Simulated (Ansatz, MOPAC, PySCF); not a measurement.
Molecule: H$_{4}$Si$_{2}$OCl$_{2}$ (charge 0, singlet). SMILES: [SiH3]O[SiH](Cl)Cl
Geometry: optimised at B3LYP-D3(BJ)/def2-TZVP (Ansatz, a first-principles code).

Quantity: size of the dipole moment, in D. Terms: no dispersion term unless named; no spin-orbit coupling; non-relativistic; 6-311+G** with 5d, 6d on Na to Ar in Ansatz; six Cartesian d functions in 6-31G* and its kin unless marked 5d. Ab initio and DFT rows: single points at B3LYP-D3(BJ) geometries (Ansatz). Semi-empirical rows: dipoles at the shared geometry.

```
level               program  size of the dipole moment (D)
------------------  -------  -----------------------------
PM3                   MOPAC                           2.87
MNDO                  MOPAC                           2.81
SVWN5/6-31G*         Ansatz                           1.66
PBE/3-21G            Ansatz                           2.28
PBE/6-31G*           Ansatz                           1.64
BP86/def2-SVP         PySCF                           1.25
BP86/6-31G* (5d)      PySCF                           1.65
B3LYP/6-31G*         Ansatz                           1.66
B3LYP/6-31+G*        Ansatz                           1.51
B3LYP/def2-SVP       Ansatz                           1.26
B3LYP/cc-pVDZ        Ansatz                           1.38
B3LYP/6-311+G**      Ansatz                           1.45
M06-2X/6-31G* (5d)    PySCF                           1.78
```

No value to compare with is used here. The 13 habitual levels span 1.25 (BP86/def2-SVP) to 2.87 D (PM3).

The levels are drawn from those run, B3LYP/6-31G* more often than the rest, none by its result; left out are runs that failed, that the program found above a lower state of the same kind, or whose <S^2> lies over 0.5 above the pure value.
